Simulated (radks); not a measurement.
Initial-state core-level shifts of the cerium ion Ce3+ when its valence configuration changes from [Xe] 4f1. All-electron calculation, scalar-relativistic Kohn-Sham, r2SCAN, spin-polarised, spherical densities, finite nucleus; open shells are filled with parallel spins first (spin-orbit coupling, left out, can overturn this in heavy ions); meta-GGA in the generalised Kohn-Sham scheme; Fermi nuclear charge, rms radius 4.8771 fm. Program: a radial shooting solver on a logarithmic mesh with Libxc functionals. Shifts are changes of the shell-averaged eigenvalues in eV (positive: less bound); the change of the density at the nucleus, which sets a Mossbauer isomer shift, is in e/bohr^3, on a base of 3.975e+05.

| valence | 2s | 2p | 3p | 4d | density at nucleus |
|---|---|---|---|---|---|
| 4f0.5 6s0.5 | -5.912 | -5.848 | -6.500 | -5.635 | +32.42 |
| 6s1 | -12.126 | -11.992 | -13.350 | -11.470 | +68.22 |
| 6p1 | -13.121 | -12.986 | -14.351 | -12.452 | +31.87 |
| 4f0.5 5d0.5 | -4.234 | -4.171 | -4.851 | -4.034 | +11.75 |
| 5d1 | -8.690 | -8.557 | -9.970 | -8.212 | +24.34 |
